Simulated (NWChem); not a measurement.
System: GeF4; SMILES [F][Ge]([F])([F])[F]

```xyz
5

F     -1.2645    -0.7533     0.8681
Ge     0.0000     0.0000     0.0000
F      1.0697     0.7588     1.0954
F      0.8494    -1.1754    -0.9038
F     -0.6547     1.1698    -1.0596
```
Atoms are numbered in this order, from 1.

Level: B3LYP/6-31G* (spherical d) (NWChem), optimised geometry, unscaled harmonic frequencies. B3LYP is NWChem's, with the RPA form of VWN correlation.

| frequency (cm⁻¹) | IR intensity (km/mol) |
|---|---|
| 198 | 0.0 |
| 198 | 0.0 |
| 264 | 39.1 |
| 264 | 39.1 |
| 264 | 39.1 |
| 705 | 0.0 |
| 786 | 81.6 |
| 786 | 81.6 |
| 786 | 81.6 |

| Property | Result |
|---|---|
| zero-point energy | 6.1 kcal/mol |
| thermal correction to the enthalpy at 298.15 K (with zero-point energy) | 10.3 kcal/mol |
| heat capacity Cv | 17.7 cal/(mol K) |
| entropy at 298.15 K and 1 atm (symmetry number 12) | 72.6 cal/(mol K) |
| dipole moment | 0.00 D |

Rigid rotor and harmonic oscillator.
